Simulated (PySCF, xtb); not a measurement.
In(OH)2(OSiH3) (H5InO3Si), SMILES [OH][In]([OH])[O][SiH3].

GFN2-xTB (xtb) at its own geometry gives an orbital gap of 2.25 eV and a dipole moment of 2.48 D.

Coordinates come from a PBE0-D3(BJ)/def2-SVP optimisation. The structure was generated by enumeration; whether it is a known compound was not checked. The def2 effective core potentials stand for the cores of In; spin–orbit coupling is left out. Other conformers were not sampled.

What does CAM-B3LYP/def2-TZVP in PySCF give? (Estimate from the structure and the level; the computed values follow.)

gap 8.44 eV (levels -9.83 and -1.39 eV), dipole 3.35 D.
